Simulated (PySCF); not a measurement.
# Basis and Hamiltonian dependence of the electron affinity of Tc

Tc- [Kr] 4d6 5s2 (5D) → Tc [Kr] 4d5 5s2 (6S). All values are computed (PySCF 2.14, energy differences of UHF-based or UKS calculations, no spin-orbit coupling). Values in eV.

```csv
basis,Hamiltonian,functions,UHF,LDA,PBE0,MP2 (valence),CCSD(T) (valence),CCSD(T) (valence and next inner shell)
aug-cc-pVDZ-PP with ECP28MDF,ECP,54,-0.999,0.972,0.597,-0.229,0.054,n/a
def2-TZVPPD with the def2 core potential (28 electrons),ECP,56,-1.440,0.648,0.322,-0.227,-0.122,-0.153
ANO-RCC-VTZP,spin-free X2C,68,-1.198,1.074,0.618,0.077,0.179,0.184
aug-cc-pwCVDZ-PP with ECP28MDF,ECP,70,-1.002,0.979,0.608,-0.141,0.113,0.040
def2-QZVPPD with the def2 core potential (28 electrons),ECP,88,-1.165,0.919,0.563,0.094,0.240,n/a
aug-cc-pVTZ-PP with ECP28MDF,ECP,88,-0.956,0.988,0.626,-0.063,0.242,n/a
"x2c-TZVPPall with one added diffuse shell each of s, p, d, f type",spin-free X2C,95,-0.952,1.157,0.715,0.070,0.304,n/a
aug-cc-pVTZ-DK,spin-free X2C,102,-0.907,1.150,0.713,-0.009,0.303,n/a
aug-cc-pwCVTZ-PP with ECP28MDF,ECP,122,-0.951,0.992,0.631,-0.021,n/a,n/a
aug-cc-pwCVTZ-DK,spin-free X2C,136,-0.906,n/a,n/a,0.027,0.332,n/a
dyall-av2z,non-relativistic,136,-0.380,1.591,1.185,0.339,n/a,n/a
"aug-cc-pwCVTZ-DK with one added diffuse shell each of s, p, d, f, g type",spin-free X2C,161,-0.775,n/a,n/a,-0.751,-0.774,n/a
aug-cc-pV5Z-PP with ECP28MDF,ECP,197,-0.912,n/a,n/a,n/a,n/a,n/a
```

Frozen in the all-electron rows: valence and next inner shell: [Ar] 3d10; valence: [Kr]; with a core potential, the same shells as far as they lie outside it.

At UHF, def2-TZVPPD with the def2 core potential (28 electrons) lies more than 0.3 eV from the median of the rows with comparable relativity.

Non-relativistic rows lack the scalar-relativistic shift.

In most of these bases the highest occupied level of the anion is positive at UHF, LDA, PBE0, so the basis helps to hold the electron.
